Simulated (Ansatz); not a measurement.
System: ReF$_{2}$, charge 0, multiplicity 6. The spin state was set by rule; other spins were not relaxed. SMILES: [F][Re][F]
Geometry: optimised at B3LYP-D3(BJ)/def2-TZVP (Ansatz, a quantum-chemistry and plane-wave program).

Wanted: vertical ionisation energy (to the quintet state of charge +1; each state is the SCF solution reached for its spin), in eV. Valence correlation only, unless marked. Open shells are spin-unrestricted. No spin-orbit coupling. Frozen are the shells of the preceding noble gas and the d and f shells that filled before the atom's block. In def2 rows, elements after Kr have scalar-relativistic effective core potentials. 

```csv
level,program,vertical ionisation energy (eV)
r2SCAN/def2-TZVPD,Ansatz,9.84
PBE0/def2-TZVPD,Ansatz,10.03
CAM-B3LYP/def2-TZVPD,Ansatz,10.03
wB97X-V/def2-TZVPD,Ansatz,9.86
CCSD(T)/def2-SVPD,Ansatz,9.99
CCSD(T)/def2-TZVPPD,Ansatz,9.96
```
